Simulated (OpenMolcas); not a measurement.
Cr3+ in a point-charge field

Cr3+ among 5 point charges of -1.3 e arranged as a trigonal bipyramid (D3h), 1.71 Å from the ion, with the axial distance 1.522 Å.

```
Program             : OpenMolcas 26.06
Method              : SS-CASPT2, IPEA 0.25 Eh, imaginary shift 0.1 Eh (closed shells correlated: 3s 3p)
Basis               : ANO-RCC-VDZP [5s4p2d1f]
Scalar Hamiltonian  : DKH2, point nucleus
Active space        : 3 electrons in 5 orbitals (3d)
State averaging     : 2S+1 = 4 even, 10 roots; 2S+1 = 2 even, 40 roots
Spin-orbit coupling : RASSI with atomic mean-field integrals over the reference wave functions
```

The lowest spin-free states (labels of D3, the rotations of D3h), above the lowest:

```csv
State,Degeneracy,E (cm-1),Free-ion L (%)
4E,2,0,F (100)
4E,2,1610,F (89)
4A2,1,7430,F (99)
4A1,1,8940,F (100)
4A2,1,8940,F (100)
2E,2,15550,G (87)
2E,2,16070,G (77)
2E,2,16910,G (70)
2A1,1,17080,G (76)
2A2,1,17100,G (77)
2A1,1,17570,G (83)
2E,2,17780,H (97)
4E,2,18290,P (89)
2E,2,18840,D (54)
2A2,1,19980,P (73)
2E,2,21870,D (46)
2A1,1,24950,D (84)
4A2,1,25830,P (99)
2E,2,26180,H (87)
2E,2,26520,P (39)
```

The lowest levels with spin-orbit coupling:

```
E (cm-1)  Degeneracy  Label  2S+1                g
       0           2   E1/2     4   0.01 0.01 2.00
     170           2   E3/2     4   0.00 0.00 2.02
     370           2   E1/2     4   0.00 0.00 6.01
     600           2   E1/2     4   0.00 0.00 9.97
    1770           2   E1/2     4   1.07 1.07 3.92
    1900           2   E1/2     4   0.04 1.42 1.42
    2010           2   E3/2     4   0.00 0.00 3.95
    2110           2   E1/2     4   0.00 0.00 7.95
    7760           2   E3/2     4   0.00 0.00 6.00
    7770           2   E1/2     4   2.00 4.34 4.34
    8830           2   E3/2     4   0.00 0.00 0.04
    9120           2   E1/2     4   0.04 0.04 3.97
    9400           2   E1/2     4   0.04 0.04 7.97
    9670           2   E3/2     4  0.00 0.00 11.96
   15640           2   E1/2     2   0.04 0.04 5.79
   16070           2   E3/2     2   0.00 0.00 9.27
   16280           2   E1/2     2   0.07 0.07 5.71
   16430           2   E3/2     2   0.00 0.00 1.45
   17150           2   E3/2     2   0.00 0.00 3.52
   17260           2   E1/2     2   0.12 1.68 1.68
```

Electric-dipole absorption from the lowest level at this geometry, strongest bands:

```tsv
E (cm-1)	λ (nm)	Label	f
600	16700	E1/2	6.77e-06
2110	4740	E1/2	1.97e-06
7760	1290	E3/2	1.76e-06
18750	533	E1/2	6.23e-06
26020	384	E3/2	4.10e-05
27050	370	E3/2	5.40e-06
```

Powder χT (cm3 K/mol): 0.135 at 2 K, 0.175 at 10 K, 0.372 at 50 K, 0.592 at 100 K, 0.952 at 200 K, 1.24 at 300 K. The effective moment at 300 K is 2.828 √(χT) = 3.14 μB.

The lowest level has 2S+1 = 4, for which the spin-only value is χT = S(S+1) / 2 = 1.875 cm3 K/mol (g = 2). The computed 1.236 at 300 K differs by -0.639, through orbital momentum, spin-orbit coupling and any other state in reach.

Roots that are degenerate in the reference are averaged as groups; the widest CASPT2 spread within a group is 180 cm-1 (the 2-fold group of multiplicity 4 near 0 cm-1 above the lowest state of its run). Shifts and gaps below about the spread of the groups concerned are not significant. An orbital doublet at a regular site is open to a Jahn-Teller distortion, which this geometry leaves out. Free-ion shares, where given, are those of the reference states; single-state CASPT2 does not remix them. Point charges carry no covalency, so the field is a model and not that of real ligands. No measured value stands beside these numbers.

The CASPT2 steps took 4 s on 1 thread of Arm Neoverse V2 (shared host); the integral step is not counted.
